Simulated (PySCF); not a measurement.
## Static response to an electric field

CH11NSi3.
Numbering: `[CH3:1][Si@H:2]([NH2:3])[SiH2:4][SiH3:5]` (hydrogens: H6, H7, H8 on C1; H9 on Si2; H10, H11 on N3; H12, H13 on Si4; H14, H15, H16 on Si5)

Geometry (GFN2-xTB, Å), atoms numbered from 1 in this order:
```
atom  x, y, z in Å
C1    -2.0226    1.0723    0.3380
Si2   -1.1486   -0.3533   -0.5637
N3    -1.0037   -1.5978    0.6313
Si4    1.0195    0.1917   -1.1607
Si5    2.6187    0.1942    0.5159
H6    -2.1148    1.9396   -0.3081
H7    -3.0229    0.7981    0.6600
H8    -1.4670    1.3758    1.2205
H9    -2.0392   -0.7381   -1.6860
H10   -1.7992   -1.8075    1.2134
H11   -0.5323   -2.4547    0.3919
H12    1.0119    1.5101   -1.8226
H13    1.4656   -0.7048   -2.2455
H14    3.8655   -0.4853    0.1450
H15    2.1449   -0.4759    1.7307
H16    3.0164    1.5447    0.9284
```

Level: CAM-B3LYP/def2-SVPD (PySCF), static field, nuclei fixed, core orbitals frozen in the response. The polarisability tensor in these axes (au):

```
x   125.27   1.28   4.75
y     1.28  96.08   0.03
z     4.75   0.03 101.61
```

Q: What are the eigenvalues, a third of the trace, and Δα (Δα² = ½Σ(αi − αj)² over the three pairs)?

A: Principal values 96.02, 100.70 and 126.24 au; mean 107.65 au = 15.95 Å³ = 17.75 × 10⁻⁴⁰ C²·m²/J; Δα = 28.17 au (26 % of the mean).

Q: What is the dipole moment, and where does it point?

A: (-1.12, -0.76, 0.29) D, 1.38 D in size, pointing from the negative to the positive side. Measured along this direction, the outermost atoms are H16 at the negative end and H10 at the positive end.

Q: Give the eigenvalues of the traceless quadrupole moment Θ = ½Σq(3rr − r²1), origin at the centre of nuclear charge.

A: -6.34, 1.17, 5.17 D·Å. The values depend on the origin, since the dipole doesn't vanish. The electronic extent ⟨r²⟩ about the same centre is 1232 bohr², a root-mean-square distance of 2.29 Å for the 66 electrons.

Q: What depolarisation ratio follows for Rayleigh scattering of linearly polarised light, taking the static tensor?

A: ρ = 3Δα²/(45ᾱ² + 4Δα²) = 2381.2/(521528 + 3175.0) = 0.00454.

Q: Sum over states: ᾱ = Σ f/ω², ω in Eh. What share falls to these 8 lowest TDDFT singlets (eV, f)? 5.98, 0.0049; 6.30, 0.0423; 6.82, 0.0782; 6.98, 0.1276; 7.20, 0.0123; 7.25, 0.0197; 7.32, 0.0189; 7.39, 0.0494.

A: They add up to 5.46 au, 5.1 % of the 107.65 au; the largest single term is 1.94 au, from the state at 6.98 eV. Terms in order: 0.10, 0.79, 1.25, 1.94, 0.18, 0.28, 0.26, 0.67 au. Higher excitations give the rest. The strengths listed sum to 0.353.

Geometry: GFN2-xTB, one conformer, isolated molecule. GFN2-xTB frequencies show an imaginary mode (36i cm⁻¹), so this geometry is no minimum at that level.
